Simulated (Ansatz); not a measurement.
`[SiH3][O][InH][Cl]` + `C[NH][AlH][O][SiH3]` → `[SiH3][O][InH][O][SiH3]` + `C[NH][AlH][Cl]`  (redistribution)

Calculated with Ansatz (gas phase, PBE0-D4/def2-TZVP geometries, no zero-point term in ΔE). CCSD(T)/CBS is the MP2 limit (def2-TZVPP, def2-QZVPP) plus CCSD(T) − MP2 in def2-TZVPP, frozen cores. def2 core potentials past Kr. For In outer-core shells are correlated without core-valence functions, which leaves a few kJ/mol of doubt a bond. Each species was taken in one conformer, which may not be the lowest.

```csv
species,CCSD(T)/CBS(def2) energy (Eh)
`[SiH3][O][InH][Cl]`,-1016.34767
`C[NH][AlH][O][SiH3]`,-703.96021
`[SiH3][O][InH][O][SiH3]`,-922.63231
`C[NH][AlH][Cl]`,-797.65353
```

(1) Work out ΔE.

Largest T1 diagnostic among the species: 0.015.

Results:

(1) ΔE = (-922.63231) + (-797.65353) − (-1016.34767) − (-703.96021) = 0.02204 Eh = +13.8 kcal/mol.

In def2-TZVPP, CCSD(T) changes the Hartree–Fock value by −4.3 kcal/mol (the triples alone add −0.8 kcal/mol) and MP2 by −4.5 kcal/mol. From PBE to PBE0 (25 % exact exchange), in def2-TZVPP and without D4, ΔE moves by +1.0 kcal/mol.
